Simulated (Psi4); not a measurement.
Input for Psi4: SAPT0/aug-cc-pVDZ on GeH8OSi (a complex), monomers drawn apart or pushed together.

```
memory 1800 MB

molecule dimer {
0 1
Ge    0.39343159   -0.39215481    0.44313808
H    -0.90285126   -1.19267803    0.62537068
H     1.37107651   -0.70007824    1.58412865
H     0.08431789    1.11010137    0.40104872
H     1.04380532   -0.80140123   -0.89260912
--
0 1
O    -1.45371519    0.94141454    5.79153235
Si   -0.68031160    0.82569723    7.24981713
H    -2.35563892    1.26942520    5.77040697
H    -0.56967228    2.14925177    7.91073751
H     0.66273061    0.29657829    6.94756974
H    -1.39463660   -0.09261871    8.17030048
units angstrom
symmetry c1
no_reorient
no_com
}

set {
  basis aug-cc-pVDZ
  scf_type df
  freeze_core true
}

energy('sapt0')
```

It printed:

```
[...]
==> Input File <==

--------------------------------------------------------------------------
memory 1800 MB

molecule dimer {
0 1
Ge    0.39343159   -0.39215481    0.44313808
H    -0.90285126   -1.19267803    0.62537068
H     1.37107651   -0.70007824    1.58412865
H     0.08431789    1.11010137    0.40104872
H     1.04380532   -0.80140123   -0.89260912
--
0 1
O    -1.45371519    0.94141454    5.79153235
Si   -0.68031160    0.82569723    7.24981713
H    -2.35563892    1.26942520    5.77040697
H    -0.56967228    2.14925177    7.91073751
H     0.66273061    0.29657829    6.94756974
H    -1.39463660   -0.09261871    8.17030048
units angstrom
symmetry c1
no_reorient
no_com
}

set {
  basis aug-cc-pVDZ
  scf_type df
  freeze_core true
}

energy('sapt0')
--------------------------------------------------------------------------


   => Loading Basis Set <=

    Name: AUG-CC-PVDZ
    Role: ORBITAL
    Keyword: BASIS
    atoms 1         entry GE         line  2999 file aug-cc-pvdz.gbs
    atoms 2-5, 8-11 entry H          line    40 file aug-cc-pvdz.gbs
    atoms 6         entry O          line   254 file aug-cc-pvdz.gbs
    atoms 7         entry SI         line   570 file aug-cc-pvdz.gbs

   => Loading Basis Set <=

    Name: AUG-CC-PVDZ
    Role: ORBITAL
    Keyword: BASIS
    atoms 1         entry GE         line  2999 file aug-cc-pvdz.gbs
    atoms 2-5, 8-11 entry H          line    40 file aug-cc-pvdz.gbs
    atoms 6         entry O          line   254 file aug-cc-pvdz.gbs
    atoms 7         entry SI         line   570 file aug-cc-pvdz.gbs


  //>>>>>>>>>>>>>>>>>>>>>>>>>>>>>>>>>>>//
  //              Dimer HF             //
  //<<<<<<<<<<<<<<<<<<<<<<<<<<<<<<<<<<<//

   => Libint2 <=

    Primary   basis highest AM E, G, H:  7, 6, 3
    Auxiliary basis highest AM E, G, H:  7, 7, 4
    Onebody   basis highest AM E, G, H:  -, -, -
    Solid Harmonics ordering:            Gaussian


   => Loading Basis Set <=

    Name: AUG-CC-PVDZ
    Role: ORBITAL
    Keyword: BASIS
    atoms 1         entry GE         line  2999 file aug-cc-pvdz.gbs
    atoms 2-5, 8-11 entry H          line    40 file aug-cc-pvdz.gbs
    atoms 6         entry O          line   254 file aug-cc-pvdz.gbs
    atoms 7         entry SI         line   570 file aug-cc-pvdz.gbs


         ---------------------------------------------------------
                                   SCF
               by Justin Turney, Rob Parrish, Andy Simmonett
                          and Daniel G. A. Smith
                              RHF Reference
                        1 Threads,   1716 MiB Core
         ---------------------------------------------------------

  ==> Geometry <==

    Molecular point group: c1
    Full point group: C1

    Geometry (in Angstrom), charge = 0, multiplicity = 1:

       Center              X                  Y                   Z               Mass
    ------------   -----------------  -----------------  -----------------  -----------------
         GE           0.393431590000    -0.392154810000     0.443138080000    73.921177761000
         H           -0.902851260000    -1.192678030000     0.625370680000     1.007825032230
         H            1.371076510000    -0.700078240000     1.584128650000     1.007825032230
         H            0.084317890000     1.110101370000     0.401048720000     1.007825032230
         H            1.043805320000    -0.801401230000    -0.892609120000     1.007825032230
         O           -1.453715190000     0.941414540000     5.791532350000    15.994914619570
         SI          -0.680311600000     0.825697230000     7.249817130000    27.976926534650
         H           -2.355638920000     1.269425200000     5.770406970000     1.007825032230
         H           -0.569672280000     2.149251770000     7.910737510000     1.007825032230
         H            0.662730610000     0.296578290000     6.947569740000     1.007825032230
         H           -1.394636600000    -0.092618710000     8.170300480000     1.007825032230

  Running in c1 symmetry.

  Rotational constants: A =      0.30230  B =      0.00728  C =      0.00716 [cm^-1]
  Rotational constants: A =   9062.81300  B =    218.26395  C =    214.60607 [MHz]
  Nuclear repulsion =  185.024899336938205

  Charge       = 0
  Multiplicity = 1
  Electrons    = 62
  Nalpha       = 31
  Nbeta        = 31

  ==> Algorithm <==

  SCF Algorithm Type is DF.
  DIIS enabled.
  MOM disabled.
  Fractional occupation disabled.
  Guess Type is SAD.
  Energy threshold   = 1.00e-08
  Density threshold  = 1.00e-08
  Integral threshold = 1.00e-12

  ==> Primary Basis <==

  Basis Set: AUG-CC-PVDZ
    Blend: AUG-CC-PVDZ
    Number of shells: 74
    Number of basis functions: 158
    Number of Cartesian functions: 165
    Spherical Harmonics?: true
    Max angular momentum: 2

   => Loading Basis Set <=

    Name: (AUG-CC-PVDZ AUX)
    Role: JKFIT
    Keyword: DF_BASIS_SCF
    atoms 1         entry GE         line  1047 file aug-cc-pvdz-jkfit.gbs
    atoms 2-
[...]
   8.900512   148A      8.902184
     149A     16.148678   150A     16.149366   151A     16.235385
     152A     16.235520   153A     16.254940   154A     33.139531
     155A    109.432767   156A    109.447522   157A    109.450036
     158A    580.973683

    Final Occupation by Irrep:
              A
    DOCC [    13 ]
    NA   [    13 ]
    NB   [    13 ]

  @DF-RHF Final Energy:  -366.16486097868471

   => Energetics <=

    Nuclear Repulsion Energy =             64.6240096638374411
    One-Electron Energy =                -635.3277528741929245
    Two-Electron Energy =                 204.5388822316707547
    Total Energy =                       -366.1648609786847146

Computation Completed


Properties will be evaluated at   0.000000,   0.000000,   0.000000 [a0]

Properties computed using the SCF density matrix


 Multipole Moments:

 ------------------------------------------------------------------------------------
     Multipole            Electronic (a.u.)      Nuclear  (a.u.)        Total (a.u.)
 ------------------------------------------------------------------------------------

 L = 1.  Multiply by 2.5417464519 to convert [e a0] to [Debye]
 Dipole X            :         46.4609770          -46.8865639           -0.4255869
 Dipole Y            :        -42.7342117           42.9226989            0.1884872
 Dipole Z            :       -333.4963561          333.7798941            0.2835379
 Magnitude           :                                                    0.5450187

 ------------------------------------------------------------------------------------

  Constructing Basis Sets for SAPT...

   => Loading Basis Set <=

    Name: (AUG-CC-PVDZ AUX)
    Role: RIFIT
    Keyword: DF_BASIS_SAPT
    atoms 1         entry GE         line   760 file aug-cc-pvdz-ri.gbs
    atoms 2-5, 8-11 entry H          line    30 file aug-cc-pvdz-ri.gbs
    atoms 6         entry O          line   204 file aug-cc-pvdz-ri.gbs
    atoms 7         entry SI         line   400 file aug-cc-pvdz-ri.gbs

   => Loading Basis Set <=

    Name: (AUG-CC-PVDZ AUX)
    Role: JKFIT
    Keyword: DF_BASIS_ELST
    atoms 1         entry GE         line  1047 file aug-cc-pvdz-jkfit.gbs
    atoms 2-5, 8-11 entry H          line    70 file aug-cc-pvdz-jkfit.gbs
    atoms 6         entry O          line   270 file aug-cc-pvdz-jkfit.gbs
    atoms 7         entry SI         line   526 file aug-cc-pvdz-jkfit.gbs


  //>>>>>>>>>>>>>>>>>>>>>>>>>>>>>>>>>>>//
  //               SAPT0               //
  //<<<<<<<<<<<<<<<<<<<<<<<<<<<<<<<<<<<//



        SAPT0
    Ed Hohenstein
     6 June 2009

      Orbital Information
  --------------------------
    NSO        =       158
    NMO        =       158
    NRI        =       478
    NRI (Elst) =       664
    NOCC A     =        18
    NOCC B     =        13
    FOCC A     =         9
    FOCC B     =         6
    NVIR A     =       140
    NVIR B     =       145

    Elst10,r            =    -0.000094057943 [Eh]
    Exch10              =     0.000000577858 [Eh]
    Exch10 (S^2)        =     0.000000577858 [Eh]

    Maxiter = 50
    CPHF R converge = 1.000000E-08

    Iter     Energy [mEh]          dE [mEh]         Residual      Time [s]
       1      -0.00919750       0.009197495     4.385936e-04             0
       2      -0.01059794       0.001400445     8.079573e-05             0
       3      -0.01077289       0.000174953     1.611804e-05             0
       4      -0.01075414      -0.000018753     4.660331e-06             0
       5      -0.01074879      -0.000005352     5.620039e-07             0
       6      -0.01074970       0.000000912     9.233813e-08             0
       7      -0.01074963      -0.000000074     1.622594e-08             0
       8      -0.01074963       0.000000006     1.649523e-09             0

    CHF Iterations converged

    Maxiter = 50
    CPHF R converge = 1.000000E-08

    Iter     Energy [mEh]          dE [mEh]         Residual      Time [s]
       1      -0.00019456       0.000194562     9.692526e-05             0
       2      -0.00021604       0.000021481     4.792406e-05             0
       3      -0.00023389       0.000017846     9.592958e-06             0
       4      -0.00023388      -0.000000012     2.008995e-06             0
       5      -0.00023342      -0.000000456     3.656713e-07             0
       6      -0.00023350       0.000000077     8.428254e-08             0
       7      -0.00023349      -0.000000005     2.393670e-08             0
       8      -0.00023349      -0.000000002     4.559945e-09             0

    CHF Iterations converged

    Ind20,r (A<-B)      =    -0.000010749633 [Eh]
    Ind20,r (B<-A)      =    -0.000000233491 [Eh]
    Ind20,r             =    -0.000010983124 [Eh]
    Exch-Ind20,r (A<-B) =     0.000000049021 [Eh]
    Exch-Ind20,r (B<-A) =     0.000000023952 [Eh]
    Exch-Ind20,r        =     0.000000072972 [Eh]
    Disp20              =    -0.000119664392 [Eh]
    Disp20 (SS)         =    -0.000059832196 [Eh]
    Disp20 (OS)         =    -0.000059832196 [Eh]
    Exch-Disp20         =     0.000000165065 [Eh]
    Exch-Disp20 (SS)    =     0.000000130567 [Eh]
    Exch-Disp20 (OS)    =     0.000000034498 [Eh]

    SAPT Results
  --------------------------------------------------------------------------------------------------------
    Electrostatics                 -0.09405794 [mEh]      -0.05902225 [kcal/mol]      -0.24694910 [kJ/mol]
      Elst10,r                     -0.09405794 [mEh]      -0.05902225 [kcal/mol]      -0.24694910 [kJ/mol]

    Exchange                        0.00057786 [mEh]       0.00036261 [kcal/mol]       0.00151717 [kJ/mol]
      Exch10                        0.00057786 [mEh]       0.00036261 [kcal/mol]       0.00151717 [kJ/mol]
      Exch10(S^2)                   0.00057786 [mEh]       0.00036261 [kcal/mol]       0.00151717 [kJ/mol]

    Induction                      -0.01100523 [mEh]      -0.00690589 [kcal/mol]      -0.02889423 [kJ/mol]
      Ind20,r                      -0.01098312 [mEh]      -0.00689201 [kcal/mol]      -0.02883619 [kJ/mol]
      Exch-Ind20,r                  0.00007297 [mEh]       0.00004579 [kcal/mol]       0.00019159 [kJ/mol]
      delta HF,r (2)               -0.00009508 [mEh]      -0.00005966 [kcal/mol]      -0.00024963 [kJ/mol]

    Dispersion                     -0.11949933 [mEh]      -0.07498696 [kcal/mol]      -0.31374544 [kJ/mol]
      Disp20                       -0.11966439 [mEh]      -0.07509054 [kcal/mol]      -0.31417882 [kJ/mol]
      Exch-Disp20                   0.00016506 [mEh]       0.00010358 [kcal/mol]       0.00043338 [kJ/mol]
      Disp20 (SS)                  -0.05983220 [mEh]      -0.03754527 [kcal/mol]      -0.15708941 [kJ/mol]
      Disp20 (OS)                  -0.05983220 [mEh]      -0.03754527 [kcal/mol]      -0.15708941 [kJ/mol]
      Exch-Disp20 (SS)              0.00013057 [mEh]       0.00008193 [kcal/mol]       0.00034280 [kJ/mol]
      Exch-Disp20 (OS)              0.00003450 [mEh]       0.00002165 [kcal/mol]       0.00009057 [kJ/mol]

  Total HF                         -0.10448531 [mEh]      -0.06556552 [kcal/mol]      -0.27432616 [kJ/mol]
  Total SAPT0                      -0.22398464 [mEh]      -0.14055248 [kcal/mol]      -0.58807160 [kJ/mol]

  Special recipe for scaled SAPT0 (see Manual):
    Electrostatics sSAPT0          -0.09405794 [mEh]      -0.05902225 [kcal/mol]      -0.24694910 [kJ/mol]
    Exchange sSAPT0                 0.00057786 [mEh]       0.00036261 [kcal/mol]       0.00151717 [kJ/mol]
    Induction sSAPT0               -0.01100523 [mEh]      -0.00690589 [kcal/mol]      -0.02889423 [kJ/mol]
    Dispersion sSAPT0              -0.11949933 [mEh]      -0.07498696 [kcal/mol]      -0.31374544 [kJ/mol]
  Total sSAPT0                     -0.22398464 [mEh]      -0.14055248 [kcal/mol]      -0.58807160 [kJ/mol]
  --------------------------------------------------------------------------------------------------------



*** Psi4 exiting successfully. Buy a developer a beer!
```

The run finished.

Cost: around 17 core-seconds (rough).
